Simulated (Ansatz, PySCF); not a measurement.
System: CLiN, charge 0, multiplicity 1. 
Structure (B3LYP-D3(BJ)/def2-TZVP (Ansatz, a program for electronic structure) minimum search):
```xyz
3

Li     0.0000     0.0000    -2.0557
C      0.0000     0.0000    -0.1501
N      0.0000     0.0000     1.0096
```

Quantity: atomisation energy (electronic, to ground-state atoms), in kJ/mol. Correlated levels leave the core frozen unless marked. Open shells are spin-unrestricted. Spin-orbit coupling is left out. Non-relativistic. The coupled-cluster limit lacks core correlation, which all-electron functionals hold. Basis-set limits of correlation are two-point, X^-3; Hartree-Fock from the larger set.

```
level                         program  atomisation energy (kJ/mol)
---------------------  --------------  ---------------------------
HF/def2-TZVPP                  Ansatz                        748.8
HF/def2-QZVPPD                 Ansatz                        752.5
HF-D4/def2-TZVPD        PySCF + dftd4                        760.7
PBE-D3(BJ)/def2-TZVPD  Ansatz + dftd3                       1275.3
TPSS/def2-TZVPD                 PySCF                       1216.5
PBE0/STO-3G                    Ansatz                       1125.3
BHLYP-D4/def2-TZVPD    Ansatz + dftd4                       1144.3
```

### Question
Estimate the value at CCSD(T)/CBS(def2-TZVPPD,def2-QZVPPD) as computed with Ansatz.

### Answer
1218.4 kJ/mol, so BHLYP-D4/def2-TZVPD differs from it by -74.1 kJ/mol.
